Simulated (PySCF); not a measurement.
## Finite-field polarisability of Rb- (rubidium, charge -1)

[Kr] 5s2, closed-shell 1S. Computed with PySCF 2.14 in aug-cc-pwCVTZ-X2C (10s9p7d3f, 93 functions), with scalar relativity by spin-free X2C-1e. Frozen: [Ar] 3d10. Energy changes in a uniform field (μhartree):

| axis | F (au) | HF | MP2 | CCSD | CCSD(T) |
| --- | --- | --- | --- | --- | --- |
| x | 0.00029 | -101.059 | -62.847 | -70.962 | -69.814 |
| x | 0.00058 | -409.556 | -257.094 | -287.364 | -283.025 |

**Question.** Derive α along x at CCSD(T) from the two fields.

**Answer.** With ΔE = −αF²/2 − γF⁴/24, α = −(16 ΔE(F) − ΔE(2F))/(6F²) = 1653 bohr³.

**Question.** And the mean polarisability at each level?

**Answer.** HF 2393, MP2 1483, CCSD 1681, CCSD(T) 1653 bohr³.

The polarisability of an anion needs two sets of diffuse s and p functions; this basis lacks them, so these values show the method and not the converged property.
